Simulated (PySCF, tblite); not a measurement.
Isomers of C7H11BO. Calculated harmonic vibrations of the isolated species, GFN2-xTB (tblite), most abundant isotopes, no scaling. Errors from tens to a few hundred cm⁻¹ against measured bands are possible. Modes of hydrogen on boron can be 10 to 20 % off. One conformer each.

Electronic energies: PBE0-D3(BJ)/def2-SVP at its own geometries (PySCF, gas phase).

```csv
SMILES,"electronic energy, lowest = 0 (kJ/mol)"
C#C[C@@H]1BCC[C@H]1OC,121.4
C#C[C@@H]1BCC[C@@H]1OC,116.8
C=C(C#CC)CBOC,0.0
```

Q: How do GFN2-xTB zero-point energies change the relative energies?

A: 
```tsv
SMILES	ZPE (kJ/mol)	of it from modes above 1550 cm⁻¹	electronic (kJ/mol)	with ZPE, lowest = 0 (kJ/mol)	lowest mode (cm⁻¹)	rings
C=C(C#CC)CBOC	417.9	219.1	0.0	0.0	16	0
C#C[C@@H]1BCC[C@@H]1OC	422.8	208.5	116.8	121.6	58	1
C#C[C@@H]1BCC[C@H]1OC	422.3	208.2	121.4	125.7	61	1
```

The zero-point energies span 4.9 kJ/mol, from `C=C(C#CC)CBOC` to `C#C[C@@H]1BCC[C@@H]1OC`. The order is unchanged.

Q: And how do the electronic energies of GFN2-xTB itself compare?

A: `C=C(C#CC)CBOC` 0.0; `C#C[C@@H]1BCC[C@@H]1OC` 96.7; `C#C[C@@H]1BCC[C@H]1OC` 91.0 kJ/mol, lowest = 0. Against the energies above, taken from the same isomer `C=C(C#CC)CBOC`, the largest difference is 30.4 kJ/mol. The two levels were optimised apart and needn't hold the same conformer.
